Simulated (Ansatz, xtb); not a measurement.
# Two isomers of C5H3ClO2S

Structure X: `O=C(O)c1ccc(Cl)s1`, a singlet. Structure Y: `O=C(O)c1csc(Cl)c1`, a singlet. Both are isolated molecules in the gas phase, relaxed with B3LYP-D3(BJ)/def2-SVP; the shapes shown needn't be the lowest conformers.

X (Å):

```yaml
atoms:
  - { symbol: C, position_ang: [-0.4648, 0.4372, -0.5095] }
  - { symbol: C, position_ang: [0.9130, -0.0462, -0.6740] }
  - { symbol: C, position_ang: [2.0467, 0.7375, -0.6238] }
  - { symbol: C, position_ang: [3.2439, 0.0011, -0.8165] }
  - { symbol: C, position_ang: [2.9897, -1.3395, -1.0108] }
  - { symbol: Cl, position_ang: [4.1567, -2.5756, -1.2800] }
  - { symbol: O, position_ang: [-0.7662, 1.5900, -0.3085] }
  - { symbol: O, position_ang: [-1.3728, -0.5580, -0.6080] }
  - { symbol: S, position_ang: [1.2986, -1.7223, -0.9622] }
  - { symbol: H, position_ang: [-2.2484, -0.1538, -0.4880] }
  - { symbol: H, position_ang: [1.9926, 1.8127, -0.4514] }
  - { symbol: H, position_ang: [4.2485, 0.4221, -0.8150] }
```

Y (Å):

```xyz
12

C    -0.2671   -0.2442   -0.8374
C     1.2013   -0.0721   -0.8067
C     1.9180    0.7417   -1.6567
C     3.3472   -0.4485   -0.0179
C     2.0253   -0.7613    0.1416
Cl    4.6826   -1.0389    0.8951
O    -0.8888   -0.9603   -0.0884
O    -0.8573    0.4917   -1.8034
S     3.6070    0.6869   -1.3220
H    -1.8104    0.3122   -1.7431
H     1.5261    1.3649   -2.4577
H     1.6364   -1.4471    0.8922
```

Task: Estimate E(Y) − E(X) at the level CCSD(T)/def2-SVP + ΔMP2/def2-TZVPP.

Result: Too close to call at this level: CCSD(T)/def2-SVP + ΔMP2/def2-TZVPP gives E(Y) − E(X) = −0.21 kcal/mol.

Level by level:

| level | geometry | E(Y) − E(X) (kcal/mol) | departure from the last row (kcal/mol) | job, with rough time for the two |
| --- | --- | --- | --- | --- |
| GFN2-xTB | GFN2-xTB | +0.58 | +0.79 | optimisation, 0.17 s |
| HF/STO-3G | GFN2-xTB | −0.89 | −0.69 | single point, 0.56 s |
| r2SCAN-D4/def2-SVP | GFN2-xTB | +0.98 | +1.18 | single point, 5.1 s |
| B3LYP-D3(BJ)/def2-SVP | B3LYP-D3(BJ)/def2-SVP | +0.58 | +0.78 | optimisation, 44 s |
| HF/def2-SVP | B3LYP-D3(BJ)/def2-SVP | −0.74 | −0.54 | part of the CCSD(T) run |
| MP2/def2-SVP | B3LYP-D3(BJ)/def2-SVP | +0.36 | +0.56 | part of the CCSD(T) run |
| CCSD(T)/def2-SVP | B3LYP-D3(BJ)/def2-SVP | −0.20 | +0.01 | single point |
| CCSD(T)/def2-SVP + ΔMP2/def2-TZVPP | B3LYP-D3(BJ)/def2-SVP | −0.21 |  | single point, 1.9 min |

As drawn, both hold the same kinds of bond in the same numbers.

The largest departure from CCSD(T)/def2-SVP + ΔMP2/def2-TZVPP is that of r2SCAN-D4/def2-SVP, 1.18 kcal/mol. The last row adds to CCSD(T) the change of the MP2 difference between the two basis sets, here −0.01 kcal/mol.

With thermal terms from frequencies at re-optimised GFN2-xTB minima (ideal gas, soft modes damped towards free rotors, one conformer each, 298.15 K, 1 atm): on the last row, ΔE + ΔZPE = −0.22, ΔH = −0.24, ΔG = −0.17 kcal/mol.

The correlated steps freeze 17 core orbitals. Programs: Ansatz 0.2.0, xtb 6.7.1; the last row on 4 threads of Arm Neoverse V1 on a shared host.
